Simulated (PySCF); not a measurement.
## Electron correlation in Sc⁺ (scandium, charge +1)

[Ar] 3d1 4p1, one real determinant (an excited configuration). Calculation: PySCF 2.14, in x2c-TZVPPall with one added diffuse shell each of s, p, d, f type (7s6p5d3f1g, 80 functions); the spin-free X2C one-electron Hamiltonian (Gaussian nucleus). Frozen: [Ne]; 10 electrons correlated.

```
  level  correlation energy (mhartree)
   CCSD                        -212.29
    (T)                          -3.92
CCSD(T)                        -216.21
```

Diagnostics: T1 = 0.011, D1 = 0.0412, largest double amplitude 0.024.

Problem. Is a single reference adequate?

Solution. Yes: T1 lies below 0.03 and no double amplitude reaches 0.07.

The reference is one real determinant that mixes LS terms of this configuration.

This basis was not built for core-valence correlation, so the inner-shell part is incomplete.
